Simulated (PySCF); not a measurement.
CCl2F, SMILES F[C](Cl)Cl, multiplicity 2. Atoms are numbered in the order given.

```xyz
4

F     -0.0865     1.6085     0.0000
C      0.3247     0.3499     0.0000
Cl    -0.0344    -0.4875     1.4773
Cl    -0.0344    -0.4875    -1.4773
```
Charge 0, spin multiplicity 2.

Geometry: TPSSh-D3(BJ)/def2-SVP. The isomer is the one that the SMILES or the coordinates give; other isomers of the formula were not compared.

Computed with PySCF with PBE/def2-TZVPD.

Problem. Estimate the frontier levels, dipole moment and polarisability. (An estimate is asked for; the answer gives what the named calculation found.)

Solution. 
```yaml
"α spin, highest occupied and lowest empty level": -5.58 and -1.80 eV
"β spin, highest occupied and lowest empty level": -8.07 and -3.77 eV
dipole_moment: 0.28 D
quadrupole, principal values (traceless, Buckingham form, about the centre of nuclear charge): -1.34, -0.36, 1.71 D·Å
mean_static_polarisability: 46.4 bohr³ (6.88 Å³)
polarisability_principal_values: 35.1, 43.3, 60.8 bohr³
"⟨S²⟩": 0.752 (pure state 0.75)
```
